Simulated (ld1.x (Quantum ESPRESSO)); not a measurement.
## Logarithmic derivatives: platinum (Pt), PAW

ld1.x (Quantum ESPRESSO) 7.5 input, shortened:

```
&input
   title='Pt', zed=78., rel=2, dft='PBE', iswitch=3,
   config='[Xe] 4f14 5d9 5f-2 6s1 6p0', rel_dist='average'
 /
 &inputp
   pseudotype=3, lpaw=.true., tm=.true., lloc=-1, rcloc=3.70,
   nlcc=.true., new_core_ps=.true., rcore=0.80,
   which_augfun='PSQ', rmatch_augfun_nc=.true.
 /
8
6S  1  0   1.00   0.00  2.10  2.65  0.0
6S  1  0   0.00  -0.05  2.10  2.65  0.0
6P  2  1   0.00   0.00  3.25  3.80  0.0
6P  2  1   0.00   1.25  3.25  3.80  0.0
5D  3  2   9.00   0.00  1.15  1.35  0.0
5D  3  2   0.00   0.05  1.15  1.35  0.0
5F  4  3  -2.00   0.45  3.35  3.85  0.0
5F  4  3  -2.00   2.70  3.35  3.85  0.0
 &test
   configts(1)='5d9 6s1 6p0'
 /
```

Open shells are filled in proportion to 2j + 1 (rel_dist='average').

The phase is arctan(r·u′/u) with u = r·R(r), unwrapped; energies in Ry, scanned from -2 to 5 Ry. A pole is an energy at which the radial function vanishes at the test radius. The pseudo phase is shifted by a multiple of π to meet the all-electron one at the reference energy, and phase errors are pseudo minus all-electron; the curves can meet again beyond the range given. Levels narrower than the energy grid can be missing from the lists of poles.

```
channel  radius (bohr)  reference energy (Ry)  poles, all-electron  poles, pseudo  unbroken range about the reference energy with phases within 0.05 rad  phase error 1 Ry above the reference energy (rad)
      s           4.21                  -0.42          -0.20, 2.56    -0.20, 2.62                                                              below 3.9                                             +0.001
   p1/2           4.21                  -0.09           0.39, 3.27     0.38, 2.51                                                              below 1.5                                             -0.003
   p3/2           4.21                  -0.05           0.57, 3.62     0.57, 3.21                                                              below 1.8                                             -0.000
   d3/2           4.21                  -0.51          -0.49, 1.71    -0.49, 1.72                                                              below 2.9                                             +0.000
   d5/2           4.21                  -0.42          -0.38, 1.77    -0.38, 1.78                                                              below 3.0                                             +0.001
   f5/2           4.21                   0.45           1.74, 4.06     1.73, 4.05                                                        the whole range                                             -0.001
   f7/2           4.21                   0.45           1.74, 4.08     1.74, 4.07                                                        the whole range                                             -0.001
```

The ghost test of this file was not conclusive.

Phases in the f7/2 channel:

| E (Ry) | all-electron | pseudo |
| --- | --- | --- |
| -2.00 | 1.421 | 1.421 |
| -1.76 | 1.413 | 1.413 |
| -1.52 | 1.405 | 1.404 |
| -1.28 | 1.394 | 1.394 |
| -1.04 | 1.381 | 1.381 |
| -0.80 | 1.366 | 1.366 |
| -0.56 | 1.346 | 1.345 |
| -0.32 | 1.319 | 1.319 |
| -0.08 | 1.280 | 1.280 |
| 0.16 | 1.220 | 1.220 |
| 0.40 | 1.109 | 1.109 |
| 0.64 | 0.845 | 0.844 |
| 0.88 | -0.047 | -0.050 |
| 1.12 | -1.067 | -1.069 |
| 1.36 | -1.382 | -1.384 |
| 1.60 | -1.517 | -1.519 |
| 1.84 | -1.605 | -1.606 |
| 2.08 | -1.688 | -1.689 |
| 2.32 | -1.804 | -1.805 |
| 2.56 | -2.096 | -2.096 |
| 2.80 | -3.509 | -3.510 |
| 3.04 | -4.353 | -4.355 |
| 3.28 | -4.537 | -4.539 |
| 3.52 | -4.617 | -4.619 |
| 3.76 | -4.666 | -4.667 |
| 4.00 | -4.702 | -4.704 |
| 4.24 | -4.733 | -4.734 |
| 4.48 | -4.764 | -4.764 |
| 4.72 | -4.800 | -4.798 |
| 4.96 | -4.847 | -4.839 |
